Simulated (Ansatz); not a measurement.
Consider the cleavage of the B–Si bond: `B[SiH2]C#N` + `BN` → `BNB` + `N#C[SiH3]`.

Program: Ansatz. Geometries: PBE0-D4/def2-TZVP. ΔE: electronic, gas phase. CCSD(T)/CBS adds triple-zeta CCSD(T) − MP2 to the extrapolated MP2 energy (def2 sets, frozen cores). This one scheme is used for every species. Functionals use def2-TZVPP.

| species | revPBE energy (Eh) |
| --- | --- |
| `B[SiH2]C#N` | -409.51005 |
| `BN` | -82.04482 |
| `BNB` | -107.50251 |
| `N#C[SiH3]` | -384.09371 |

(1) Work out ΔE.

(2) What do rigid-rotor, harmonic-oscillator terms from PBE0-D4/def2-TZVP frequencies (298.15 K, 1 bar) make of the CCSD(T)/CBS value? (Best estimate.)

Largest T1 diagnostic among the species: 0.013.

## Answers

(1) ΔE = (-107.50251) + (-384.09371) − (-409.51005) − (-82.04482) = -0.04135 Eh = -1.13 eV. CCSD(T)/CBS gives -1.27 eV.

(2) Computed: ΔZPE = 0.00 eV, ΔH = -1.29 eV, ΔS = -25 J/(mol·K), ΔG = -1.21 eV.

Leaving LDA and LC-ωPBE aside and taking each functional with its dispersion term where it has one, the values, not all of them listed here, spread over 0.17 eV, from BHLYP-D4 to revPBE-D4. LDA lies −0.07 eV from PBE without D4. From PBE to PBE0 (25 % exact exchange), in def2-TZVPP and without D4, ΔE moves by −0.04 eV.
